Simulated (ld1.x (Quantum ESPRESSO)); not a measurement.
Before and after: TM potential for cobalt (Co)

| Quantity | Value |
| --- | --- |
| Element | cobalt |
| Generator | ld1.x (Quantum ESPRESSO) 7.5 |
| Type | norm-conserving Troullier–Martins (Kleinman–Bylander form) |
| Functional | BP86 |
| Relativity | scalar-relativistic |
| Frozen core | [Ne] |
| Valence charge | 17 |
| Reference configuration | 3s2 3p6 3d7 4s1.75 4p0.25 |
| Partial waves | 3s (bound): rc 0.75 bohr; 3p (bound): rc 1.15 bohr; 3d (bound): rc 1.30 bohr |
| Local potential | the d channel |
| Core correction | none |

Occupied shells without a wave of their own: 4p, 4s. They enter only through the test configuration that unscreens the potential.

Change: wave 3s (bound): rc 0.75 bohr becomes 3s (bound): rc 0.62 bohr.

Cutoffs: the cutoffs (Ry, on a coarse ladder) from which the occupation-weighted sum of valence levels, in a spherical-Bessel basis at the reference potential, stays within 10 and 1 mRy of its value at 400 Ry; they do not see the model core or the augmentation charge, which bear on the density cutoff. Errors are all-electron minus pseudo energies relative to the spin-unpolarised reference configuration.

Q: How do hardness, ghosts and transferability respond?

A: Of the 7 tests that both files solve, the error grows in 0 and shrinks in 3 by more than 15 % and 0.3 meV (median size 124.7 → 101.6 meV); neither file shows a bound ghost. Less of the atom is replaced, so other configurations are described better.

```csv
quantity,base,changed
"cutoff, loose",230 Ry,230 Ry
"cutoff, tight",over 300 Ry,over 300 Ry
bound ghosts,none,none
"largest miss of a reference level, eV",0.14,0.13
"error for 3s2 3p6 3d7 4s2 4p0, meV [ΔE -1.07 eV]",-19,-16
"error for 3s2 3p6 3d7 4s1 4p0, meV [ΔE 8.15 eV]",+161,+150
"error for 3s2 3p6 3d7 4s0 4p0, meV [ΔE 25.03 eV]",+429,+395
"error for 3s1 3p6 3d7 4s2 4p0, meV [ΔE 109.53 eV]",-92,-82
"error for 3s2 3p6 3d7 4s0 4p2, meV [ΔE 7.98 eV]",+125,+102
"error for 3s2 3p6 3d8 4s0 4p0, meV [ΔE 5.59 eV]",+277,+259
"error for 3s2 3p5 3d7 4s2 4p0, meV [ΔE 72.56 eV]",-64,-54
s: phases at 1.40 bohr within 0.05 rad from the reference energy up to (Ry; the scan ends near 5),2.8,2.6
p: phases at 1.40 bohr within 0.05 rad from the reference energy up to (Ry; the scan ends near 5),2.8,2.8
d: phases at 1.40 bohr within 0.05 rad from the reference energy up to (Ry; the scan ends near 5),3.9,3.9
```

Base: The 4p, 4s levels have no wave, so the channel is fitted at the deeper level alone: the likely source of the large errors. Changed file: The 4p, 4s levels have no wave, so the channel is fitted at the deeper level alone: the likely source of the large errors.
